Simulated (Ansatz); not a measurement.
Isolated molecules relaxed with PBE0-D4/def2-TZVP in Ansatz; ΔE leaves out vibrations. CCSD(T)/CBS is the MP2 limit (def2-TZVPP, def2-QZVPP) plus CCSD(T) − MP2 in def2-TZVPP, frozen cores. Functionals use def2-TZVPP. For Ge outer-core shells are correlated without core-valence functions, which leaves a few kJ/mol of doubt a bond. Scalar relativity is left out up to krypton. Each species was taken in one conformer, which may not be the lowest.

Reaction (cleavage of the Si–Ge bond): `C=[CH][GeH2][SiH3]` + `CO[SiH](O)Cl` → `CO[SiH](Cl)O[SiH3]` + `C=[CH][GeH3]`

| level | ΔE (kJ/mol) | difference from CCSD(T)/CBS |
| --- | --- | --- |
| PBE0-D4 | -71.0 | 15.1 |
| B2PLYP | -89.4 | -3.3 |
| PBE | -61.6 | 24.5 |
| r2SCAN | -79.7 | 6.4 |
| HF/def2-TZVPP | -113.8 | -27.7 |
| CCSD(T)/def2-TZVPP | -86.5 | -0.4 |
| MP2/def2-QZVPP | -90.9 | -4.8 |
| SCS-MP2/def2-QZVPP | -97.2 | -11.1 |
| HF/CBS(def2) | -117.5 | -31.4 |
| MP2/CBS(def2) | -89.6 | -3.5 |
| CCSD(T)/CBS | -86.1 | 0 |

Largest T1 diagnostic among the species: 0.012.

From PBE to PBE0 (25 % exact exchange), in def2-TZVPP and without D4, ΔE moves by −8.4 kJ/mol. In def2-TZVPP, CCSD(T) changes the Hartree–Fock value by +27.3 kJ/mol (the triples alone add +3.6 kJ/mol) and MP2 by +23.8 kJ/mol.
